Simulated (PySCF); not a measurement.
Start geometry of `N([SiH2][O][GeH3])C` from GFN2-xTB (Å):
```
atom  x, y, z in Å
C1    -2.6587   -0.1522    0.3360
N2    -1.2929   -0.4400    0.5284
Si3   -0.0581    0.6823    0.1916
O4     1.3399   -0.0826    0.7033
Ge5    2.9540   -0.3715    0.3021
H6    -3.1329    0.3757    1.1960
H7    -2.7576    0.5391   -0.5215
H8    -3.2292   -1.0318    0.1193
H9    -1.1454   -1.0970    1.2939
H10   -0.0649    1.9507    0.9542
H11   -0.0389    0.9225   -1.2365
H12    3.0137   -1.1653   -0.9470
H13    3.6065    0.9731    0.1302
H14    3.4574   -1.1180    1.5022
```

**Question.** What comes out of this run: PBE0-D3(BJ)/def2-SVP geometry optimisation, gas phase in PySCF?

**Answer.** 
```
atom  x, y, z in Å
C1    -2.2371   -0.6456    0.2798
N2    -1.5943    0.4880    0.8966
Si3   -0.0588    1.1160    0.4582
O4     1.2324    0.1652    0.8982
Ge5    2.6652   -0.5211    0.1096
H6    -3.3315   -0.5136    0.2258
H7    -1.8812   -0.7557   -0.7572
H8    -2.0411   -1.6068    0.7925
H9    -1.9488    0.7150    1.8191
H10    0.0636    2.4291    1.1528
H11   -0.0273    1.2495   -1.0331
H12    2.3914   -0.6457   -1.4032
H13    3.8618    0.4126    0.3670
H14    2.8979   -1.9004    0.7452
```

The energy falls by 44.3 kJ/mol over 26 energy and gradient evaluations, the largest force component goes from 0.0605 to 3.3e-04 Eh/bohr, and the atoms move by 1.066 Å rms after alignment. The bond that changes most is O4–Ge5 (ends: oxygen bonded to Ge and Si; germanium bonded to O and 3 H), which lengthens by 0.086 Å. Bonds longer at the end by more than 0.005 Å: 9 of 13; shorter: 3. Among the angles that change most is N2–Si3–H10, from 117.4° to 106.1°. Among the dihedrals that turn most is C1–N2–Si3–H11, from -66° to 48°. Rotational constants go from 11915, 802.0, 775.4 to 6357, 910.1, 836.5 MHz. The orientation of the end geometry is arbitrary; only internal coordinates are fixed.

The run used 137 basis functions and 178 SCF cycles in all. Time: 3.7 min of wall time; peak memory 0.56 GiB. Hardware: one thread of an Arm Neoverse V2, on a shared host.

PBE0-D3(BJ)/def2-SVP frequencies: not computed here. One conformer, not necessarily the lowest.
